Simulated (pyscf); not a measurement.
Optimised with ωB97X-D3(BJ)/def2-SVP in PySCF.

SMILES: [SiH3]O[SiH2]O[SiH3]
```xyz
13

Si     1.4273     0.4939    -0.6805
O      0.2446     1.4878    -1.2982
Si    -1.3160     1.8633    -0.8963
O     -1.6244     1.3115     0.6332
Si    -1.2594     1.6252     2.2253
H      1.6628     0.8166     0.7579
H      1.0198    -0.9359    -0.7903
H      2.6776     0.7205    -1.4514
H     -1.4675     3.3407    -0.9477
H     -2.2527     1.1842    -1.8230
H     -0.5387     0.4585     2.8034
H     -2.5199     1.8559     2.9823
H     -0.3954     2.8390     2.3186
```

**Question.** How much does it cost (ΔH, 298 K, ωB97M-D3(BJ)/def2-TZVP) to split `[SiH3][O][SiH2][O][SiH3]` at its O–Si bond into •O–SiH₃ + •H₂Si–O–SiH₃?

**Answer.** O–Si to •O–SiH₃ + •H₂Si–O–SiH₃: 135.0 kcal/mol. The 7 functionals that were run give +124.2 (PBE) to +136.6 kcal/mol (M06-2X). •O–SiH₃ lies 24.9 kcal/mol over its isomer HO–SiH₂•, and others may lie lower still (electronic energy, ωB97M-D3(BJ)). Other isomers of •H₂Si–O–SiH₃ were not searched in full and may lie lower.
